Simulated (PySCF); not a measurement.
Job file and geometry (Å, from GFN2-xTB) of an NMR shielding run on SMILES C1=C(OCC)[C@H](Cl)[SiH2]1, C₅H₉ClOSi, GIAO PBE0/pcSseg-1 NMR shielding, non-relativistic, gas phase (PySCF 2.14.0, density-fitted response routines); density fitting, a coarse starting grid and PySCF grid level 2 are the driver's defaults:

```
$ OMP_NUM_THREADS=1 python probes_run.py task.json out

{"job": {"kind": "nmr", "xc": "PBE0", "basis": "pcSseg-1"}, "charge": 0, "multiplicity": 1}
C      2.836042    -0.054330     0.917258
C      1.552857    -0.375155     0.169373
O      0.584085     0.601425     0.529907
C     -0.669799     0.461505     0.099388
C     -1.708643     1.291142     0.344885
Si    -2.952046     0.300739    -0.631684
C     -1.258308    -0.653039    -0.717552
Cl    -0.524315    -0.806727    -2.347395
H      2.665253    -0.091836     1.989909
H      3.176603     0.943796     0.656045
H      3.605745    -0.773675     0.652676
H      1.193341    -1.376794     0.436078
H      1.723967    -0.344951    -0.912844
H     -1.676409     2.186164     0.939251
H     -3.384772     0.784839    -1.937479
H     -4.001481    -0.443185     0.062502
H     -1.169117    -1.637889    -0.260226
```

Q: Write the output of this run.

A: 
```
coarse grid: 15344 points
cycle   1  E = -1020.0338167798  dE =  1.054e+00  |g| = 5.849e-01  |ddm| = 3.755e+00
cycle   2  E = -1019.9833490364  dE =  5.047e-02  |g| = 7.765e-01  |ddm| = 1.162e+00
cycle   3  E = -1020.1050550484  dE = -1.217e-01  |g| = 1.000e-01  |ddm| = 7.235e-01
cycle   4  E = -1020.1069948304  dE = -1.940e-03  |g| = 3.407e-02  |ddm| = 1.079e-01
cycle   5  E = -1020.1072533568  dE = -2.585e-04  |g| = 9.570e-03  |ddm| = 3.678e-02
cycle   6  E = -1020.1072758693  dE = -2.251e-05  |g| = 3.135e-03  |ddm| = 1.387e-02
cycle   7  E = -1020.1072779908  dE = -2.121e-06  |g| = 9.575e-04  |ddm| = 3.619e-03
final grid: 139272 points
cycle   8  E = -1020.1651122561  dE = -3.550e-05  |g| = 1.121e-02  |ddm| = 3.000e-02
cycle   9  E = -1020.1650855807  dE =  2.668e-05  |g| = 1.628e-02  |ddm| = 1.818e-02
cycle  10  E = -1020.1651366442  dE = -5.106e-05  |g| = 1.936e-03  |ddm| = 1.142e-02
cycle  11  E = -1020.1651373951  dE = -7.509e-07  |g| = 3.840e-04  |ddm| = 1.964e-03
cycle  12  E = -1020.1651374246  dE = -2.950e-08  |g| = 1.677e-04  |ddm| = 4.886e-04
cycle  13  E = -1020.1651374314  dE = -6.823e-09  |g| = 4.224e-05  |ddm| = 1.766e-04
cycle  14  E = -1020.1651374318  dE = -4.156e-10  |g| = 8.218e-06  |ddm| = 4.230e-05
converged SCF energy = -1020.1651374318

GIAO shielding tensors (ppm)
atom      isotropic    diamagn.    paramagn.     s11        s22        s33       span
  0 C      169.689     245.822     -76.132    154.391    168.856    185.820     31.429
  1 C      121.150     247.112    -125.962     92.323    108.502    162.625     70.302
  2 O      170.437     399.407    -228.970     45.237    218.793    247.282    202.044
  3 C       13.067     252.690    -239.623    -93.212     38.304     94.110    187.322
  4 C       82.817     256.973    -174.156     -1.319     99.850    149.920    151.238
  5 Si     401.175     880.469    -479.294    343.022    403.087    457.417    114.394
  6 C      135.810     252.728    -116.918    110.211    138.636    158.581     48.370
  7 Cl     812.871    1148.022    -335.150    642.952    753.233   1042.430    399.477
  8 H       30.258      28.938       1.319     26.332     28.322     36.119      9.787
  9 H       30.143      28.716       1.427     26.110     28.397     35.922      9.812
 10 H       30.637      27.108       3.530     26.463     27.968     37.481     11.018
 11 H       27.700      32.139      -4.439     22.845     29.520     30.736      7.891
 12 H       26.728      31.206      -4.478     20.185     28.582     31.418     11.233
 13 H       27.067      31.899      -4.832     24.282     25.366     31.551      7.269
 14 H       27.210      29.294      -2.084     23.443     26.113     32.073      8.629
 15 H       26.852      28.865      -2.013     23.347     24.785     32.424      9.077
 16 H       27.172      31.256      -4.084     23.642     26.208     31.666      8.024
```

Q: Turn these shieldings into chemical shifts. Referencing at the same level of theory: ¹³C (σ = 186.93 ppm) and ²⁹Si (σ = 349.16 ppm) and ¹H (σ = 31.72 ppm) vs TMS; ¹⁷O (σ = 336.08 ppm) vs H2O; HCl for ³⁵Cl (σ = 949.78 ppm).

A: Averaging equivalent atoms: C 3: 173.9; C 4: 104.1; C 1: 65.8; C 6: 51.1; C 0: 17.2; O 2: 165.6; Si 5: -52.0; Cl 7: 137; H 12: 4.99; H 15: 4.86; H 13: 4.65; H 16: 4.54; H 14: 4.51; H 11: 4.02; H 8/9/10: 1.37 ppm. Experimental scales use liquid or dissolved standards, which lie at an offset from isolated H2O (liquid H2O: subtract about 36 ppm).

Size and cost of the density-fitted run: 195 basis functions, 34 s wall time on 1 thread of an Arm Neoverse V1, shared host; peak memory 0.79 GiB.
